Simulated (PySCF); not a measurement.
Si(H)2(Br)(Me) (CH₅BrSi), SMILES C[SiH2]Br. Atoms are numbered in the order given.

```xyz
8

Si     0.6551     1.0262     0.0000
C     -0.7796     2.2208     0.0000
Br    -0.1222    -1.0705     0.0000
H      1.5017     1.1850    -1.2169
H      1.5017     1.1850     1.2169
H     -1.4060     2.0746     0.8925
H     -0.4076     3.2580     0.0000
H     -1.4060     2.0746    -0.8925
```

Geometry optimised at PBE0-D3(BJ)/def2-SVP.

Computed with PBE0-D3(BJ)/def2-SVP run with PySCF.

Frequencies are harmonic and unscaled.

```csv
mode,ν (cm⁻¹),IR (km/mol),Raman (Å⁴/amu),depolarisation,moving atoms (share of kinetic energy)
1,172,0.1,0.0,–,H 96 %
2,175,1.3,2.9,0.71,"C 39 %, H 27 %, Si 19 %, Br 15 %"
3,418,39.0,8.2,0.19,"Si 62 %, Br 28 %"
4,484,8.9,1.6,0.75,H 92 %
5,657,7.5,15.8,0.75,H 94 %
6,691,0.3,11.6,0.59,"H 60 %, C 31 %, Si 9 %"
7,746,51.9,7.2,0.10,"H 46 %, C 28 %, Si 25 %"
8,883,40.9,6.1,0.75,"H 77 %, C 18 %"
9,902,276.0,8.6,0.66,"H 82 %, Si 9 %, C 9 %"
10,951,103.8,16.7,0.74,H 95 %
11,1264,24.4,0.8,0.11,"H 78 %, C 22 %"
12,1422,7.0,12.4,0.75,H 96 %
13,1428,3.3,10.0,0.74,H 96 %
14,2245,90.0,199.7,0.07,H 98 %
15,2250,113.0,90.6,0.75,H 96 %
16,3060,0.6,142.6,0.01,H 97 %
17,3167,0.6,95.5,0.75,"H 91 %, C 9 %"
18,3179,0.1,67.1,0.75,"H 91 %, C 9 %"
```
